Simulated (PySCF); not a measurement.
From one molecule to another.

First species: C₇H₁₁NO.
SMILES: `C=C1CC[C@H]1NC(C)=O`

Second species: C₆H₁₆P₂.
Atom-mapped SMILES: `[CH3:1][CH:2]([CH3:3])[P:4]([CH3:5])[CH2:6][CH2:7][PH2:8]` (hydrogens: H9, H10, H11 on C1; H12 on C2; H13, H14, H15 on C3; H16, H17, H18 on C5; H19, H20 on C6; H21, H22 on C7; H23, H24 on P8)

Levels: PBE0/pcSseg-1 for dipole moment, HOMO energy, LUMO energy and HOMO–LUMO gap; GFN2-xTB for rotational constant A and rotational constant C. Geometries: GFN2-xTB. Each structure is a single optimised conformer of the isolated species, non-relativistic unless stated; the electronic structure was computed with PySCF and density fitting.

The conformers computed, where there is a choice (atom-mapped SMILES and torsion angles):
- `[CH2:1]=[C:2]1[CH2:3][CH2:4][C@H:5]1[NH:6][C:7]([CH3:8])=[O:9]`: C4–C5–N6–C7 -130°, C5–N6–C7–C8 -179°
- `[CH3:1][CH:2]([CH3:3])[P:4]([CH3:5])[CH2:6][CH2:7][PH2:8]`: C1–C2–P4–C5 -90°, C2–P4–C6–C7 -74°, P4–C6–C7–P8 -20°, H–P8–C7–C6 -72°, H–P8–C7–C6 -165°

| property | column X | column Y |
| --- | --- | --- |
| dipole moment | 3.77 D | 1.81 D |
| HOMO energy | -7.06 eV | -5.81 eV |
| LUMO energy | -0.02 eV | 0.40 eV |
| HOMO–LUMO gap | 7.04 eV | 6.21 eV |
| rotational constant A | 3.171 GHz | 1.840 GHz |
| rotational constant C | 0.868 GHz | 0.868 GHz |

Problem. Which column belongs to which species?

Solution. Column X is the first species and column Y the second. The first has 20 atoms and 68 electrons, the second 24 and 82.

Problem. How does each property change from the first species to the second?

Solution. dipole moment -1.96 D; HOMO energy +1.25 eV; LUMO energy +0.42 eV; HOMO–LUMO gap -0.83 eV; rotational constant A -1.331 GHz; rotational constant C 0.000 GHz.

On the first: A dipole of 3.77 D is allowed in C1, and pure rotational transitions are dipole-allowed. In atomic units the dipole is 1.48 e·bohr (1 au = 2.5417 D).

On the second: The dipole matches unit charges of opposite sign 0.38 Å apart (1 e·Å = 4.8032 D).
